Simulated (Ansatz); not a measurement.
Ansatz (a quantum-chemistry and plane-wave program) input (HF/6-31G* with LANL2DZ past Ar): The .json file joins the Basis Set Exchange's 6-31G* for atoms up to Ar and LANL2DZ past it.

Ansatz 0.2 input:
```yaml
crystal:
  periodic: [false, false, false]
  atoms:
    - {symbol: C, position_ang: [2.77814298, 0.20460101, 0.16069740]}
    - {symbol: C, position_ang: [1.38090188, -0.14031342, 0.37752676]}
    - {symbol: O, position_ang: [1.01444090, -0.88832780, 1.24311817]}
    - {symbol: O, position_ang: [0.53775589, 0.43893483, -0.46003098]}
    - {symbol: Ge, position_ang: [-1.21703727, 0.07848636, -0.27716470]}
    - {symbol: H, position_ang: [3.51591143, -0.22999648, 0.80470903]}
    - {symbol: H, position_ang: [3.05973855, 0.87702525, -0.62452164]}
    - {symbol: H, position_ang: [-1.83436481, 0.91388494, -1.39624514]}
    - {symbol: H, position_ang: [-1.46598317, -1.40921534, -0.49928910]}
    - {symbol: H, position_ang: [-1.70195303, 0.54615643, 1.09057470]}
basis:
  gaussian:
    orbitals: 6-31Gs+LANL2DZ.json
hamiltonian:
  xc: {name: HF}
magnetization: {spin_polarized: true, initial_magnetization: 1}
phonons: {temperatures: {t_min: 298.15, t_max: 298.15, t_step: 100}}
```

Output:

```
Functional definition: HF
integrals: 0.03 GiB planned
914 factors; integrals over basis functions are off by at most 4.4e-4 eV
mean field: 0.30 GiB planned
mean field evaluation 1: about -6308.5224 eV, gradient 3.0e1 eV
mean field evaluation 2: about -6308.6544 eV, gradient 3.0e1 eV
mean field evaluation 4: about -6312.4726 eV, gradient 3.0e0 eV
mean field evaluation 8: about -6312.5897 eV, gradient 4.1e-1 eV
mean field evaluation 16: about -6312.5984 eV, gradient 2.4e-5 eV
mean field -6312.59836323 eV, -231.9837110158 hartree, gradient 2.4e-5 eV, S^2 0.786845; 0 other end points of the search recorded, 0 dependent functions left out
the calculation of the forces begins
reference -6312.59836323 eV, -231.9837110158 hartree; 19, 18 occupied and 59, 60 virtual orbitals, 914 factors
these checks for a lower state are left out or cut short: stability, starts, cluster_reference, orbital_swaps, neighbouring_geometries, increment
integrals: 0.03 GiB planned
914 factors; integrals over basis functions are off by at most 4.4e-4 eV
mean field: 0.30 GiB planned
mean field -6312.59812949 eV, -231.9837024260 hartree, gradient 2.4e-6 eV, S^2 0.786629; 0 other end points of the search recorded, 0 dependent functions left out
the calculation of the forces begins
reference -6312.59812949 eV, -231.9837024260 hartree; 19, 18 occupied and 59, 60 virtual orbitals, 914 factors
these checks for a lower state are left out or cut short: stability, starts, cluster_reference, orbital_swaps, neighbouring_geometries, increment
integrals: 0.03 GiB planned
914 factors; integrals over basis functions are off by at most 4.4e-4 eV
mean field: 0.30 GiB planned
mean field -6312.59813288 eV, -231.9837025506 hartree, gradient 2.2e-6 eV, S^2 0.787063; 0 other end points of the search recorded, 0 dependent functions left out
the calculation of the forces begins
reference -6312.59813288 eV, -231.9837025506 hartree; 19, 18 occupied and 59, 60 virtual orbitals, 914 factors
these checks for a lower state are left out or cut short: stability, starts, cluster_reference, orbital_swaps, neighbouring_geometries, increment
integrals: 0.03 GiB planned
914 factors; integrals over basis functions are off by at most 4.4e-4 eV
mean field: 0.30 GiB planned
mean field evaluation 32: about -6312.4181 eV, gradient 4.4e-1 eV
mean field -6312.59825453 eV, -231.9837070212 hartree, gradient 2.5e-6 eV, S^2 0.786622; 0 other end points of the search recorded, 0 dependent functions left out
the calculation of the forces begins
reference -6312.59825453 eV, -231.9837070212 hartree; 19, 18 occupied and 59, 60 virtual orbitals, 914 factors
these checks for a lower state are left out or cut short: stability, starts, cluster_reference, orbital_swaps, neighbouring_geometries, increment
integrals: 0.03 GiB planned
914 factors; integrals over basis functions are off by at most 4.4e-4 eV
mean field: 0.30 GiB planned
mean field -6312.59825522 eV, -231.9837070465 hartree, gradient 2.5e-6 eV, S^2 0.787070; 0 other end points of the search recorded, 0 dependent functions left out
the calculation of the forces begins
reference -6312.59825522 eV, -231.9837070465 hartree; 19, 18 occupied and 59, 60 virtual orbitals, 914 factors
these checks for a lower state are left out or cut short: stability, starts, cluster_reference, orbital_swaps, neighbouring_geometries, increment
integrals: 0.03 GiB planned
914 factors; integrals over basis functions are off by at most 4.4e-4 eV
mean field: 0.30 GiB planned
mean field -6312.59804597 eV, -231.9836993566 hartree, gradient 5.9e-6 eV, S^2 0.787660; 0 other end points of the search recorded, 0 dependent functions left out
the calculation of the forces begins
reference -6312.59804597 eV, -231.9836993566 hartree; 19, 18 occupied and 59, 60 virtual orbitals, 914 factors
these checks for a lower state are left out or cut short: stability, starts, cluster_reference, orbital_swaps, neighbouring_geometries, increment
integrals: 0.03 GiB planned
914 factors; integrals over basis functions are off by at most 4.4e-4 eV
mean field: 0.30 GiB planned
mean field -6312.59804489 eV, -231.9836993172 hartree, gradient 8.4e-6 eV, S^2 0.786053; 0 other end points of the search recorded, 0 dependent functions left out
the calculation of the forces begins
reference -6312.59804489 eV, -231.9836993172 hartree; 19, 18 occupied and 59, 60 virtual orbitals, 914 factors
these checks for a lower state are left out or cut short: stability, starts, cluster_reference, orbital_swaps, neighbouring_geometries, increment
integrals: 0.03 GiB planned
914 factors; integrals over basis functions are off by at most 4.4e-4 eV
mean field: 0.30 GiB planned
mean field -6312.59821753 eV, -231.9837056614 hartree, gradient 4.7e-6 eV, S^2 0.787422; 0 other end points of the search recorded, 0 dependent functions left out
[...]
these checks for a lower state are left out or cut short: stability, starts, cluster_reference, orbital_swaps, neighbouring_geometries, increment
integrals: 0.03 GiB planned
914 factors; integrals over basis functions are off by at most 4.4e-4 eV
mean field: 0.30 GiB planned
mean field evaluation 192: about -6312.5983 eV, gradient 2.3e-6 eV
mean field -6312.59834906 eV, -231.9837104951 hartree, gradient 2.3e-6 eV, S^2 0.786849; 0 other end points of the search recorded, 0 dependent functions left out
the calculation of the forces begins
reference -6312.59834906 eV, -231.9837104951 hartree; 19, 18 occupied and 59, 60 virtual orbitals, 914 factors
these checks for a lower state are left out or cut short: stability, starts, cluster_reference, orbital_swaps, neighbouring_geometries, increment
integrals: 0.03 GiB planned
914 factors; integrals over basis functions are off by at most 4.4e-4 eV
mean field: 0.30 GiB planned
mean field -6312.59834979 eV, -231.9837105218 hartree, gradient 2.1e-6 eV, S^2 0.786842; 0 other end points of the search recorded, 0 dependent functions left out
the calculation of the forces begins
reference -6312.59834979 eV, -231.9837105218 hartree; 19, 18 occupied and 59, 60 virtual orbitals, 914 factors
these checks for a lower state are left out or cut short: stability, starts, cluster_reference, orbital_swaps, neighbouring_geometries, increment
integrals: 0.03 GiB planned
914 factors; integrals over basis functions are off by at most 4.4e-4 eV
mean field: 0.30 GiB planned
mean field -6312.59831578 eV, -231.9837092720 hartree, gradient 1.5e-6 eV, S^2 0.786839; 0 other end points of the search recorded, 0 dependent functions left out
the calculation of the forces begins
reference -6312.59831578 eV, -231.9837092720 hartree; 19, 18 occupied and 59, 60 virtual orbitals, 914 factors
these checks for a lower state are left out or cut short: stability, starts, cluster_reference, orbital_swaps, neighbouring_geometries, increment
integrals: 0.03 GiB planned
914 factors; integrals over basis functions are off by at most 4.4e-4 eV
mean field: 0.30 GiB planned
mean field -6312.59831157 eV, -231.9837091174 hartree, gradient 1.7e-6 eV, S^2 0.786852; 0 other end points of the search recorded, 0 dependent functions left out
the calculation of the forces begins
reference -6312.59831157 eV, -231.9837091174 hartree; 19, 18 occupied and 59, 60 virtual orbitals, 914 factors
these checks for a lower state are left out or cut short: stability, starts, cluster_reference, orbital_swaps, neighbouring_geometries, increment
integrals: 0.03 GiB planned
914 factors; integrals over basis functions are off by at most 4.4e-4 eV
mean field: 0.30 GiB planned
mean field -6312.59835131 eV, -231.9837105778 hartree, gradient 1.2e-6 eV, S^2 0.786835; 0 other end points of the search recorded, 0 dependent functions left out
the calculation of the forces begins
reference -6312.59835131 eV, -231.9837105778 hartree; 19, 18 occupied and 59, 60 virtual orbitals, 914 factors
these checks for a lower state are left out or cut short: stability, starts, cluster_reference, orbital_swaps, neighbouring_geometries, increment
integrals: 0.03 GiB planned
914 factors; integrals over basis functions are off by at most 4.4e-4 eV
mean field: 0.30 GiB planned
mean field evaluation 224: about -6312.5984 eV, gradient 1.2e-6 eV
mean field -6312.59835266 eV, -231.9837106275 hartree, gradient 1.3e-6 eV, S^2 0.786856; 0 other end points of the search recorded, 0 dependent functions left out
the calculation of the forces begins
reference -6312.59835266 eV, -231.9837106275 hartree; 19, 18 occupied and 59, 60 virtual orbitals, 914 factors
these checks for a lower state are left out or cut short: stability, starts, cluster_reference, orbital_swaps, neighbouring_geometries, increment
integrals: 0.03 GiB planned
914 factors; integrals over basis functions are off by at most 4.4e-4 eV
mean field: 0.30 GiB planned
mean field -6312.59835518 eV, -231.9837107201 hartree, gradient 1.2e-6 eV, S^2 0.786839; 0 other end points of the search recorded, 0 dependent functions left out
the calculation of the forces begins
reference -6312.59835518 eV, -231.9837107201 hartree; 19, 18 occupied and 59, 60 virtual orbitals, 914 factors
these checks for a lower state are left out or cut short: stability, starts, cluster_reference, orbital_swaps, neighbouring_geometries, increment
integrals: 0.03 GiB planned
914 factors; integrals over basis functions are off by at most 4.4e-4 eV
mean field: 0.30 GiB planned
mean field -6312.59835485 eV, -231.9837107080 hartree, gradient 1.3e-6 eV, S^2 0.786851; 0 other end points of the search recorded, 0 dependent functions left out
the calculation of the forces begins
reference -6312.59835485 eV, -231.9837107080 hartree; 19, 18 occupied and 59, 60 virtual orbitals, 914 factors
these checks for a lower state are left out or cut short: stability, starts, cluster_reference, orbital_swaps, neighbouring_geometries, increment
integrals: 0.03 GiB planned
914 factors; integrals over basis functions are off by at most 4.4e-4 eV
mean field: 0.30 GiB planned
mean field -6312.59831002 eV, -231.9837090606 hartree, gradient 1.8e-6 eV, S^2 0.786834; 0 other end points of the search recorded, 0 dependent functions left out
the calculation of the forces begins
reference -6312.59831002 eV, -231.9837090606 hartree; 19, 18 occupied and 59, 60 virtual orbitals, 914 factors
these checks for a lower state are left out or cut short: stability, starts, cluster_reference, orbital_swaps, neighbouring_geometries, increment
integrals: 0.03 GiB planned
914 factors; integrals over basis functions are off by at most 4.4e-4 eV
mean field: 0.30 GiB planned
mean field -6312.59830495 eV, -231.9837088742 hartree, gradient 1.8e-6 eV, S^2 0.786857; 0 other end points of the search recorded, 0 dependent functions left out
the calculation of the forces begins
reference -6312.59830495 eV, -231.9837088742 hartree; 19, 18 occupied and 59, 60 virtual orbitals, 914 factors
these checks for a lower state are left out or cut short: stability, starts, cluster_reference, orbital_swaps, neighbouring_geometries, increment
integrals: 0.03 GiB planned
914 factors; integrals over basis functions are off by at most 4.4e-4 eV
mean field: 0.30 GiB planned
mean field -6312.59835332 eV, -231.9837106517 hartree, gradient 2.4e-6 eV, S^2 0.786855; 0 other end points of the search recorded, 0 dependent functions left out
the calculation of the forces begins
reference -6312.59835332 eV, -231.9837106517 hartree; 19, 18 occupied and 59, 60 virtual orbitals, 914 factors
these checks for a lower state are left out or cut short: stability, starts, cluster_reference, orbital_swaps, neighbouring_geometries, increment
integrals: 0.03 GiB planned
914 factors; integrals over basis functions are off by at most 4.4e-4 eV
mean field: 0.30 GiB planned
mean field evaluation 256: about -6312.4182 eV, gradient 4.3e-1 eV
mean field -6312.59835739 eV, -231.9837108014 hartree, gradient 2.4e-6 eV, S^2 0.786836; 0 other end points of the search recorded, 0 dependent functions left out
the calculation of the forces begins
reference -6312.59835739 eV, -231.9837108014 hartree; 19, 18 occupied and 59, 60 virtual orbitals, 914 factors
Total energy: -6312.59836323 eV, -231.9837110158 hartree
Atom 0 at     2.778143     0.204601     0.160697 Å, force    -0.000314    -0.000350     0.000384 eV/Å
Atom 1 at     1.380902    -0.140313     0.377527 Å, force     0.001175    -0.000025     0.000206 eV/Å
Atom 2 at     1.014441    -0.888328     1.243118 Å, force    -0.000157    -0.000505     0.000598 eV/Å
Atom 3 at     0.537756     0.438935    -0.460031 Å, force    -0.001599     0.000655    -0.001043 eV/Å
Atom 4 at    -1.217037     0.078486    -0.277165 Å, force     0.001345    -0.002153     0.002847 eV/Å
Atom 5 at     3.515911    -0.229996     0.804709 Å, force    -0.000064     0.000194    -0.000249 eV/Å
Atom 6 at     3.059739     0.877025    -0.624522 Å, force    -0.000180     0.000038    -0.000073 eV/Å
Atom 7 at    -1.834365     0.913885    -1.396245 Å, force    -0.000392     0.000466    -0.000632 eV/Å
Atom 8 at    -1.465983    -1.409215    -0.499289 Å, force     0.000063     0.001087    -0.000818 eV/Å
Atom 9 at    -1.701953     0.546156     1.090575 Å, force     0.000122     0.000593    -0.001220 eV/Å
Dipole moment:    -0.022756     0.220648    -0.274752 e Å
Vibrations: 121.61 154.50 189.24 343.30 360.81 594.22 606.29 665.47 678.14 804.58 816.11 943.97 960.78 970.52 1067.86 1103.67 1441.26 1590.26 1879.52 2243.23 2249.95 2259.38 3361.10 3481.66 cm⁻¹, zero-point energy 1.790792 eV
```

The blocks after the first are displaced geometries, from whose forces the wavenumbers follow.
